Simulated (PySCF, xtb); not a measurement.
Al(H)2(NH2) (AlH4N), SMILES [NH2][AlH2].

GFN2-xTB run with xtb 6.7.1 at its own geometry gives an orbital gap of 5.02 eV and a dipole moment of 2.00 D.

Geometry: B3LYP-D3(BJ)/def2-TZVP.

**Question.** What does PBE0/def2-TZVPD in PySCF give? (The exact figures need the calculation; the answer reports its results.)

**Answer.** gap 6.89 eV (levels -7.60 and -0.70 eV), dipole 1.12 D.
